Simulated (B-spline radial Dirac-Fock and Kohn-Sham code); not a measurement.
ΔSCF core binding energies without Breit or QED terms, calculated with a radial finite-basis atomic code.

A sound run for the Sn⁶⁺ ion in the configuration [Kr] 4d8: The ground state converged in 10 iterations, with total energy -6166.63518 Ha, virial ratio 1.94957 and highest orbital energy -116.43 eV. ΔSCF binding energies: K (1s) 29397.1 eV, L3 (2p3/2) 4038.2 eV. Holes are computed only in closed shells, and unreliable hole states are left out.

A second run, with one unsound setting: The ground state converged in 10 iterations, with total energy -6166.61452 Ha, virial ratio 1.94953 and highest orbital energy -116.12 eV. ΔSCF binding energies: K (1s) 29396.8 eV, L3 (2p3/2) 4037.9 eV. Holes are computed only in closed shells, and unreliable hole states are left out.

```
iter   energy (Ha)        error
   1    -6149.76689641  1.77e+00
   2    -6163.58995499  4.76e-01
   3    -6166.34430951  1.28e-01
   4    -6166.58982100  3.88e-02
   5    -6166.61065908  1.71e-02
   6    -6166.61449539  1.58e-03
   7    -6166.61452365  6.98e-05
   8    -6166.61452371  9.43e-06
   9    -6166.61452371  7.90e-07
  10    -6166.61452371  5.56e-08
```

Q: Which fault fits the second run best?
A. unbound anion
B. damping too heavy
C. too few iterations
D. box too small

A: D. The input had rmax = 3.0: rmax squeezes the outer orbitals.
